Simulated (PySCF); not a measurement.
GeO₂, SMILES [Ge](=[O])=[O].

Coordinates come from a PBE-D3(BJ)/def2-TZVP optimisation.

These are PySCF with PBE-D3(BJ)/def2-TZVP values and carry that method's errors.

Frequencies are harmonic and unscaled.

Modes within 1.5 cm⁻¹ of each other (mostly degenerate sets) share a row, with their intensities summed.

Computed normal modes with their intensities:
```tsv
mode	ν (cm⁻¹)	IR (km/mol)	moving atoms (share of kinetic energy)
1–2	200	60.5	O 69 %, Ge 31 %
3	863	0.0	O 100 %
4	1044	75.3	O 69 %, Ge 31 %
```
